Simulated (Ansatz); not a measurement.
Reaction (formal exchange of groups at the Al–C bond): `[CH3][Al]([Cl])[Br]` + `[AlH2][BH]Cl` → `[AlH2][BH][Al]([Cl])[Br]` + `CCl`

Computed with Ansatz on PBE0-D4/def2-TZVP structures; ΔE is electronic, products minus reactants. CBS: MP2 limit from def2 TZ/QZ plus the TZ coupled-cluster correction, frozen cores. This one scheme is used for every species. Functionals use def2-TZVPP. B3LYP here is the variant with VWN-RPA as its local correlation; programs differ in this. For Br outer-core shells are correlated without core-valence functions, which leaves a few kJ/mol of doubt a bond. Scalar relativity is left out up to krypton. One conformer a species, not always the lowest.

| level | ΔE (kJ/mol) |
| --- | --- |
| PBE-D4 | 161.9 |
| ωB97M-V | 174.2 |
| revPBE | 159.3 |
| B3LYP | 166.9 |
| r2SCAN0 | 172.5 |
| LC-ωPBE | 169.4 |
| RPA@PBE/def2-TZVPP | 164.4 |
| MP2/def2-QZVPP | 181.0 |

**Question.** What does CCSD(T)/CBS give? (Best estimate.)

**Answer.** Ansatz gave: +169.6 kJ/mol. The listed levels differ from it by -7.7, 4.6, -10.3, -2.7, 2.9, -0.2, -5.2, 11.4 kJ/mol.

Largest T1 diagnostic among the species: 0.013.

From BLYP to BHLYP (50 % exact exchange), in def2-TZVPP and without D4, ΔE moves by +5.0 kJ/mol. In def2-TZVPP, CCSD(T) changes the Hartree–Fock value by +5.7 kJ/mol (the triples alone add +1.3 kJ/mol) and MP2 by +17.2 kJ/mol.
